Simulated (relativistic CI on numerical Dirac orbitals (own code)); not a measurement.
# d6 in a ligand field

Computed with a parametric ligand-field model of a d^n configuration (Racah B and C, spin-orbit zeta, crystal field), exact diagonalisation.

Field parameters in Wybourne normalisation: D3d B²₀ = −7Dσ, B⁴₀ = −14Dq − 21Dτ, B⁴₃ = −14√(10/7) Dq; D4h B²₀ = −7Ds, B⁴₀ = 21(Dq − Dt), B⁴₄ = 21√(5/14) Dq; Oh B⁴₀ = 21Dq, B⁴₄ = √(5/14) B⁴₀. The field is a parameter set, without covalency.

Question: Ground term and bands for B = 950, C = 4750, ζ = 0 cm⁻¹, D4h, 10Dq = 20350, Ds = 3000, Dt = -280 cm⁻¹?

Answer: Ground term 1A1 with 0.08 electrons in the two orbitals of the cubic e set. Spin-allowed: 1A2 17670 cm⁻¹ (566 nm), 1E 19066 cm⁻¹ (524 nm), 1B2 20274 cm⁻¹ (493 nm), 1E 33697 cm⁻¹ (297 nm). Lowest spin-forbidden: 5E 997 cm⁻¹, 3B2 3679 cm⁻¹ (2718 nm), 3A2 7678 cm⁻¹ (1302 nm).

Question: Ground term and bands for B = 870, C = 4330, ζ = 0 cm⁻¹, Oh, 10Dq = 7000 cm⁻¹?

Answer: Ground term 5T2 with 2.00 electrons in the two orbitals of the cubic e set. Spin-allowed: 5E 7000 cm⁻¹ (1429 nm). Lowest spin-forbidden: 3T1 16294 cm⁻¹ (614 nm), 3T2 19036 cm⁻¹ (525 nm), 1A1 20633 cm⁻¹ (485 nm).

Question: Ground term and bands for B = 740, C = 3740, ζ = 0 cm⁻¹, Oh, 10Dq = 3250 cm⁻¹?

Answer: Ground term 5T2 with 2.00 electrons in the two orbitals of the cubic e set. Spin-allowed: 5E 3250 cm⁻¹ (3077 nm). Lowest spin-forbidden: 3T1 16317 cm⁻¹ (613 nm), 3T2 17581 cm⁻¹ (569 nm), 3T1 18811 cm⁻¹ (532 nm).

Question: Ground term and bands for B = 770, C = 3930, ζ = 0 cm⁻¹, Oh, 10Dq = 7250 cm⁻¹?

Answer: Ground term 5T2 with 2.00 electrons in the two orbitals of the cubic e set. Spin-allowed: 5E 7250 cm⁻¹ (1379 nm). Lowest spin-forbidden: 3T1 13937 cm⁻¹ (718 nm), 3T2 16665 cm⁻¹ (600 nm), 1A1 17013 cm⁻¹ (588 nm).

Question: Ground term and bands for B = 910, C = 4500, ζ = 0 cm⁻¹, D3d, 10Dq = 36200, Dσ = -1200, Dτ = 340 cm⁻¹?

Answer: Ground term 1A1 with 0.04 electrons in the two orbitals of the cubic e set. Spin-allowed: 1E 34451 cm⁻¹ (290 nm), 1A2 34873 cm⁻¹ (287 nm), 1A1 45951 cm⁻¹ (218 nm), 1E 47592 cm⁻¹ (210 nm). Lowest spin-forbidden: 3E 24953 cm⁻¹ (401 nm), 3A2 25341 cm⁻¹ (395 nm), 3A1 30739 cm⁻¹ (325 nm).
